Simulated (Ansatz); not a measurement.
`[F][Sc]([O][SiH3])[O][SiH3]` + `[SiH3][O][In]([Cl])[O][SiH3]` → `[F][Sc]([Cl])[O][SiH3]` + `[SiH3][O][In]([O][SiH3])[O][SiH3]`  (redistribution)

Isolated molecules relaxed with PBE0-D4/def2-TZVP in Ansatz; ΔE leaves out vibrations. CCSD(T)/CBS is the MP2 limit (def2-TZVPP, def2-QZVPP) plus CCSD(T) − MP2 in def2-TZVPP, frozen cores. DFT in def2-TZVPP. B3LYP here is the variant with VWN-RPA as its local correlation; programs differ in this. HSE06 is defined as in plane-wave codes. def2 core potentials past Kr. For In, Sc outer-core shells are correlated without core-valence functions, which leaves a few kJ/mol of doubt a bond. Scalar relativity is left out up to krypton. Each species was taken in one conformer, which may not be the lowest.

`[F][Sc]([O][SiH3])[O][SiH3]`:

```xyz
12

F    -2.721    1.454    0.827
Sc   -1.146    0.616    0.352
O    -0.869   -1.193    0.801
Si   -0.582   -2.758    1.163
O     0.183    1.568   -0.586
Si    1.369    2.337   -1.403
H    -0.529   -3.570   -0.083
H    -1.658   -3.298    2.037
H     0.719   -2.891    1.875
H     2.671    2.159   -0.705
H     1.078    3.793   -1.499
H     1.485    1.782   -2.779
```

`[SiH3][O][In]([Cl])[O][SiH3]`:

Z-matrix (Å, degrees):
```
Si
O 1 1.637
H 1 1.485 2 108.3
H 1 1.490 2 111.2 3 119.9
H 1 1.490 2 111.0 3 -119.8
In 2 1.956 1 136.2 3 -175.0
O 6 1.950 2 116.8 1 -179.9
Cl 6 2.290 2 122.0 1 0.1
Si 7 1.638 6 134.9 2 0.2
H 9 1.489 7 111.1 6 -60.0
H 9 1.489 7 111.1 6 60.5
H 9 1.485 7 108.1 6 -179.8
```

`[F][Sc]([Cl])[O][SiH3]`:

Cartesian coordinates in Å:
```
F 2.538 -1.346 1.479
Sc 0.722 -1.133 1.370
Cl -0.703 -2.195 2.839
O 0.053 -0.026 0.030
Si -0.521 0.950 -1.155
H 0.318 2.174 -1.252
H -1.922 1.346 -0.856
H -0.485 0.230 -2.455
```

`[SiH3][O][In]([O][SiH3])[O][SiH3]`:

Z-matrix (Å, degrees):
```
Si
O 1 1.636
H 1 1.488 2 110.9
H 1 1.486 2 108.7 3 120.0
H 1 1.492 2 111.0 3 -120.2
In 2 1.953 1 134.9 3 85.2
O 6 1.947 2 119.9 1 175.6
O 6 1.961 2 120.9 1 -4.4
Si 7 1.637 6 135.1 2 179.7
Si 8 1.635 6 135.6 2 -4.2
H 9 1.485 7 108.1 6 -180.0
H 9 1.490 7 111.1 6 -60.2
H 9 1.490 7 111.2 6 60.2
H 10 1.489 8 110.9 6 85.6
H 10 1.492 8 111.1 6 -34.5
H 10 1.486 8 108.8 6 -154.3
```

| level | ΔE (kcal/mol) | difference from CCSD(T)/CBS |
| --- | --- | --- |
| LDA (SPW92) | 13.1 | 0.6 |
| PBE-D4 | 12.5 | 0.0 |
| revPBE-D4 | 12.2 | -0.3 |
| BLYP-D4 | 12.6 | 0.1 |
| r2SCAN-D4 | 12.4 | -0.1 |
| B97M-V | 12.4 | -0.1 |
| PBE0-D4 | 12.8 | 0.3 |
| B3LYP-D4 | 13.0 | 0.5 |
| r2SCAN0-D4 | 12.9 | 0.4 |
| HSE06-D4 | 12.8 | 0.3 |
| BHLYP-D4 | 13.2 | 0.7 |
| CAM-B3LYP-D4 | 13.2 | 0.7 |
| ωB97X-V | 12.5 | 0.0 |
| ωB97M-V | 12.8 | 0.3 |
| B2PLYP | 13.2 | 0.7 |
| PBE-QIDH | 13.0 | 0.5 |
| PBE | 13.2 | 0.7 |
| revPBE | 13.4 | 0.9 |
| BLYP | 13.9 | 1.4 |
| r2SCAN | 12.6 | 0.1 |
| PBE0 | 13.5 | 1.0 |
| B3LYP | 14.1 | 1.6 |
| r2SCANh | 12.8 | 0.3 |
| HSE06 | 13.5 | 1.0 |
| BHLYP | 14.2 | 1.7 |
| CAM-B3LYP | 13.9 | 1.4 |
| LC-ωPBE | 13.1 | 0.6 |
| RPA@PBE/def2-TZVPP | 11.8 | -0.7 |
| HF/def2-SVP | 17.0 | 4.5 |
| MP2/def2-SVP | 15.5 | 3.0 |
| CCSD/def2-SVP | 16.3 | 3.8 |
| CCSD(T)/def2-SVP | 15.9 | 3.4 |
| HF/def2-TZVPP | 14.2 | 1.7 |
| MP2/def2-TZVPP | 12.5 | 0.0 |
| SCS-MP2/def2-TZVPP | 12.6 | 0.1 |
| CCSD/def2-TZVPP | 12.9 | 0.4 |
| HF/def2-QZVPP | 14.0 | 1.5 |
| MP2/def2-QZVPP | 12.5 | 0.0 |
| SCS-MP2/def2-QZVPP | 12.7 | 0.2 |
| HF/CBS(def2) | 14.0 | 1.5 |
| CCSD(T)/CBS | 12.5 | 0 |

Largest T1 diagnostic among the species: 0.015.

The D4 term adds −1.1 kcal/mol with B3LYP and −0.6 kcal/mol with PBE0; it sums over pairs of atoms, weighted by their polarisabilities, and B3LYP, whose exchange is more repulsive, gets the larger term. In def2-TZVPP, CCSD(T) changes the Hartree–Fock value by −1.9 kcal/mol (the triples alone add −0.5 kcal/mol) and MP2 by −1.7 kcal/mol.
